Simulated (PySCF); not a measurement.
**Finite-field polarisability of Mg (magnesium, neutral)**

[Ne] 3s2, closed-shell 1S. All numbers are calculated (PySCF 2.14, scalar relativity by spin-free X2C-1e, in aug-cc-pVQZ-DK). Frozen: [Ne]. Energy changes in a uniform field (μhartree):

```json
{"axis": "x", "F (au)": "0.0016", "HF": "-103.662", "MP2": "-98.267", "CCSD": "-95.428", "CCSD(T)": "-95.428"}
{"axis": "x", "F (au)": "0.0032", "HF": "-415.103", "MP2": "-393.471", "CCSD": "-382.082", "CCSD(T)": "-382.082"}
```

Derive α along x at CCSD(T) from the two fields.

With ΔE = −αF²/2 − γF⁴/24, α = −(16 ΔE(F) − ΔE(2F))/(6F²) = 74.53 bohr³.

And the mean polarisability at each level?

HF 80.96, MP2 76.74, CCSD 74.53, CCSD(T) 74.53 bohr³. Reference: 71.2 ± 0.4 bohr³ (recommended; Schwerdtfeger and Nagle, table of static dipole polarizabilities (2023 update)).
